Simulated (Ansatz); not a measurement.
Reactions of C$_{3}$H$_{6}$Si (`C=C=C[SiH3]`).

Isolated molecules relaxed with PBE0-D4/def2-TZVP in Ansatz; ΔE leaves out vibrations. CBS: MP2 limit from def2 TZ/QZ plus the TZ coupled-cluster correction, frozen cores. This one scheme is used for every species, atoms too. DFT in def2-TZVPP. Open shells (•) are unrestricted, without spin–orbit coupling. Spin–orbit coupling would lower the free atoms: a little for C, Si. One conformer a species, not always the lowest.

```tsv
reaction	HF/CBS(def2) (kJ/mol)	B2PLYP (kJ/mol)	CCSD(T)/CBS(def2) (kJ/mol)
`C=C=C[SiH3]` → `CC1=C[SiH2]1`	29	17	9
`C=C=C[SiH3]` + `BN[SiH3]` → `BN[SiH2][SiH3]` + `C=C=C`	26	18	15
`C=C=C[SiH3]` → `C=C1C[SiH2]1`	67	45	37
`C=C=C[SiH3]` → 3 C• + 6 H• + Si•	2883	3807	3830
`C=C=C[SiH3]` → `C=C=C` + `[SiH2]`	231	244	248
```

Largest T1 diagnostic: 0.014, for `[SiH2]`.
